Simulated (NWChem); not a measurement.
# C2H2BFO2; SMILES O=C1OCB1F

```xyz
8

O      1.2553    -1.5931     0.0000
C      0.4099    -0.7590     0.0000
O     -0.9506    -0.9900     0.0000
C     -1.4101     0.3929     0.0000
B      0.1062     0.8324     0.0000
F      0.7838     1.9417     0.0000
H     -2.0109     0.6123     0.8971
H     -2.0109     0.6123    -0.8971
```
Atoms are numbered in this order, from 1.

Computed with NWChem. Geometry: optimised at PBE0/def2-SVP.

Order these by “dipole (D)”, lowest first: Hartree-Fock/def2-SVP; PBE/def2-SVP; PW6B95/def2-SVP.

PBE/def2-SVP (3.47), PW6B95/def2-SVP (3.69), Hartree-Fock/def2-SVP (4.27)
